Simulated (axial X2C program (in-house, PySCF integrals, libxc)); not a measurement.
InH: from Re and ωe to a spectrum

A bond curve at the PBE0 level, 2c, was computed with an in-house all-electron X2C program for linear molecules (integrals from PySCF) (basis In dyall-cv3z [11s12p9d4f1g], H dyall-v3z [6s2p1d] (cores contracted in-house)) for the state Ω = 0 (closed shell). Its fit gives Re = 1.8487 Å, ωe = 1461.9 cm⁻¹, ωexe = 22.6 cm⁻¹ and αe = 1.358e-01 cm⁻¹; the masses are 114.9039 and 1.0078 u. Two-component means X2C with spin–orbit coupling and atomic mean-field Coulomb and Gaunt terms.

(1) Find the reduced mass, Be and the force constant.

(2) A Morse curve ties αe to the other constants (Pekeris). How well does that hold?

(3) Give B0, the J = 1←0 line in GHz and the most populated J at 300 K (kT = 208.5 cm⁻¹).

(4) The dipole moment p changes by 4.67 D/Å at Re. What harmonic infrared intensity follows?

(5) Estimate the centrifugal constant by the Kratzer relation.

One determinant describes the state; a PBE0 search over occupations chose it and may have missed a lower one.

## Answers

(1) From the PBE0 values: μ = 0.9990 u. Be = 16.8576/(μ Re²) = 4.937 cm⁻¹. k = 5.8918×10⁻⁷ μ ωe² = 1.26 mdyn/Å.

(2) αe(Morse) = 6Be²/ωe × (√(ωexe/Be) − 1) = 1.140e-01 cm⁻¹; the PBE0 curve gives 1.358e-01 cm⁻¹, a ratio of 0.84.

(3) B0 = Be − αe/2 = 4.869 cm⁻¹; 2B0 = 292 GHz; J(max) ≈ √(kT/2B0) − 1/2 = 4.1, so J = 4.

(4) I = 42.256 × (dp/dR)²/μ = 920 km/mol.

(5) D = 4Be³/ωe² = 2.25e-04 cm⁻¹.
